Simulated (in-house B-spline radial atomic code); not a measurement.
Radial electron density of Tc⁷⁺, [Ar] 3d10 4s2 4p6. All numbers are computed (scalar-relativistic (X2C) B3LYP, spin-polarised, spherical fractional occupations, exact exchange averaged over the configuration; Fermi nucleus of rms radius 4.41117 fm) with a radial B-spline atomic code at the basis-set limit, not measured.

One-electron X2C: radii and densities carry no picture-change correction, so inner-shell <1/r> comes out high (for 1s by about 2 % at Z = 33, 5 % at 54, 10 % at 75, 30 % at 118) and <r> low.

Columns: r (bohr), 4πr²n(r) (electrons per bohr), bar.

```
 0.00121    1.726 #
 0.00147    2.378 ##
 0.00178    3.245 ##
 0.00216    4.422 ###
 0.00261    5.949 ####
 0.00316    7.969 #####
 0.00383    10.59 #######
 0.00464    13.92 #########
 0.00562    18.04 ############
 0.00681    23.01 ###############
 0.00825    28.75 ###################
    0.01    35.08 #######################
  0.0121     41.5 ###########################
  0.0147    47.54 ###############################
  0.0178    52.14 ##################################
  0.0215    54.57 ####################################
  0.0261     54.4 ####################################
  0.0316    51.86 ##################################
  0.0383    48.32 ################################
  0.0464    46.14 ##############################
  0.0562    47.66 ###############################
   0.068    53.59 ###################################
  0.0824     61.8 ########################################
  0.0998    67.37 ############################################
   0.121    65.69 ###########################################
   0.146    56.88 #####################################
   0.177     46.4 ##############################
   0.215    42.32 ############################
    0.26    46.55 ##############################
   0.315    51.91 ##################################
   0.382    48.98 ################################
   0.463     36.4 ########################
   0.561    22.01 ##############
   0.679    13.68 #########
   0.823     11.6 ########
   0.997    10.76 #######
    1.21    7.845 #####
    1.46    4.084 ###
    1.77    1.397 #
    2.15    0.297 
     2.6  0.03872 
    3.15 0.002583 
    3.81 8.081e-05
```

On this grid the curve has 3 maxima, near 0.0215, 0.0998, 0.315 bohr.

The 4s up radial function P(r) = rR(r), positive near the nucleus:

| r (bohr) | P |
| --- | --- |
| 0.000465 | 0.02421 |
| 0.000683 | 0.03356 |
| 0.001 | 0.04624 |
| 0.00147 | 0.06354 |
| 0.00216 | 0.08652 |
| 0.00316 | 0.1158 |
| 0.00464 | 0.1523 |
| 0.00681 | 0.1938 |
| 0.01 | 0.2339 |
| 0.0147 | 0.2582 |
| 0.0215 | 0.2415 |
| 0.0316 | 0.1494 |
| 0.0464 | -0.03927 |
| 0.068 | -0.2817 |
| 0.0998 | -0.4187 |
| 0.146 | -0.2237 |
| 0.215 | 0.3125 |
| 0.315 | 0.6459 |
| 0.463 | 0.1596 |
| 0.679 | -0.8086 |
| 0.997 | -1.153 |
| 1.46 | -0.6412 |
| 2.15 | -0.1387 |
| 3.15 | -0.0092 |
